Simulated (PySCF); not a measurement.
CH9ClSi3.
Structure used (PBE0-D3(BJ)/def2-SVP), in Å, numbered top down from 1:
```
atom  x, y, z in Å
C1    -2.0532   -0.9211    0.4355
Si2   -1.1952    0.6156    1.1071
Si3    0.7057    1.1296   -0.1640
Si4    2.2753   -0.6077   -0.1918
Cl5    1.6286    2.7819    0.7268
H6    -2.9425   -1.1657    1.0361
H7    -2.3743   -0.7688   -0.6062
H8    -1.3746   -1.7878    0.4606
H9    -2.1087    1.8005    1.0904
H10   -0.7323    0.3956    2.5132
H11    0.3409    1.5081   -1.5655
H12    1.6589   -1.8285   -0.8021
H13    3.4839   -0.2243   -0.9822
H14    2.6792   -0.9234    1.2120
```

Jobs on this species (14 atoms, 74 electrons) with PySCF (density fitting). Hardware of each: one thread, Arm Neoverse V2 (aarch64), on a shared host. Other jobs ran on the host; a repeat could differ by tens of per cent or more. Peak memory is the resident size of the whole Python process, interpreter and libraries included.

```csv
level and settings,work,basis functions,SCF cycles,wall time,peak memory
"delta-SCF UKS SCAN, def2-TZVP on the ionised atom, pcseg-1 elsewhere, spin-free X2C","ΔSCF core ionisation, 9 holes",150,?,?,?
"delta-SCF UKS PBE, pcX-2 on the ionised atom, pcseg-1 elsewhere, spin-free X2C","ΔSCF core ionisation, 9 holes",173,117,34 s,0.70 GiB
"PBE0-D3(BJ)/def2-SVP, grid level 1",geometry optimisation from a GFN2-xTB start shaken at random,131,109,2.0 min,0.51 GiB
"delta-SCF UKS B3LYP, pcX-2 on the ionised atom, pcseg-1 elsewhere, spin-free X2C","ΔSCF core ionisation, 9 holes",173,102,76 s,0.79 GiB
"delta-SCF UKS SCAN, pcX-2 on the ionised atom, pcseg-1 elsewhere, spin-free X2C","ΔSCF core ionisation, 9 holes",173,115,54 s,0.64 GiB
"delta-SCF UKS PBE0, pcX-2 on the ionised atom, pcseg-1 elsewhere, spin-free X2C","ΔSCF core ionisation, 9 holes",173,101,76 s,0.80 GiB
"delta-SCF UKS SCAN, pcX-2 on the ionised atom, pcseg-1 elsewhere, non-relativistic","ΔSCF core ionisation, 9 holes",173,112,56 s,0.70 GiB
"delta-SCF UKS SCAN, pcX-1 on the ionised atom, pcseg-1 elsewhere, spin-free X2C","ΔSCF core ionisation, 9 holes",153,112,44 s,0.54 GiB
"delta-SCF UKS HF, pcX-2 on the ionised atom, pcseg-1 elsewhere, spin-free X2C","ΔSCF core ionisation, 9 holes",173,100,49 s,0.71 GiB
```

**Question.** Fill in the missing figures.

**Answer.** 
- delta-SCF UKS SCAN, def2-TZVP on the ionised atom, pcseg-1 elsewhere, spin-free X2C; ΔSCF core ionisation, 9 holes: 52 s, 0.50 GiB, 109 SCF cycles

**Question.** What do all jobs in the table cost together?

**Answer.** About 9.3 min; the longest takes about 21 % of that, and about 3.5 times as long as the shortest.
